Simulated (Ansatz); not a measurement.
A further run on [WO3Br]- (WBrO₃⁻).

```yaml
crystal:
  periodic: [false, false, false]
  atoms:
    - {symbol: W, position_ang: [0.072446, 0.125075, 0.052060]}
    - {symbol: O, position_ang: [0.086913, 0.113209, 1.804087]}
    - {symbol: O, position_ang: [1.721671, 0.140528, -0.539334]}
    - {symbol: O, position_ang: [-0.756061, 1.563284, -0.509243]}
    - {symbol: Br, position_ang: [-1.124969, -1.942095, -0.807569]}
basis:
  gaussian: {orbitals: def2-SVP}
total_charge: -1
hamiltonian: {xc: {name: r2SCANh}, dispersion: d3bjatm}
scf: {lower_state_search: off}
output: {forces: true}
```

```sh
$ ansatz run in.yaml --threads 4 --pin off --events-out ev --progress --plain --max-ram 3916MiB
```

Shortened log:

```
Functional definition: r2SCANh
998 factors; integrals over basis functions are off by at most 9.5e-4 eV
mean field evaluation 1: about -77991.4712 eV, gradient 8.2e1 eV
mean field evaluation 2: about -77792.5465 eV, gradient 3.0e2 eV
mean field evaluation 4: about -78004.4141 eV, gradient 6.9e0 eV
mean field evaluation 8: about -78004.5679 eV, gradient 4.8e-1 eV
mean field evaluation 16: about -78004.5684 eV, gradient 4.1e-5 eV
mean field -78004.56836977 eV, -2866.6150141935 hartree, gradient 3.1e-6 eV, S^2 0.000000; 0 other end points of the search recorded, 0 dependent functions left out
reference -78004.56838806 eV, -2866.6150148658 hartree; 37, 37 occupied and 69, 69 virtual orbitals, 998 factors
Total energy: -78004.60982371 eV, -2866.6165375977 hartree
Atom 0 at     0.072446     0.125075     0.052060 Å, force     0.073311     0.126458     0.052846 eV/Å
Atom 1 at     0.086913     0.113209     1.804087 Å, force     0.014039     0.036231    -0.556001 eV/Å
Atom 2 at     1.721671     0.140528    -0.539334 Å, force    -0.517586     0.027866     0.205593 eV/Å
Atom 3 at    -0.756061     1.563284    -0.509243 Å, force     0.288609    -0.435089     0.195798 eV/Å
Atom 4 at    -1.124969    -1.942095    -0.807569 Å, force     0.141627     0.244534     0.101764 eV/Å
Dipole moment:    -0.293361    -0.506434    -0.210519 e Å
Checks for a lower state left out: stability, starts, cluster_reference, orbital_swaps, neighbouring_geometries, increment
```

It took 2.1 s on 4 threads of Arm Neoverse V1 on a shared host.

In the def2 sets W takes a core potential; there is no spin–orbit coupling. The highest occupied level of an anion often lies above zero with these methods, and sets without diffuse functions describe the outer electron poorly.

The dipole of an ion depends on the origin.
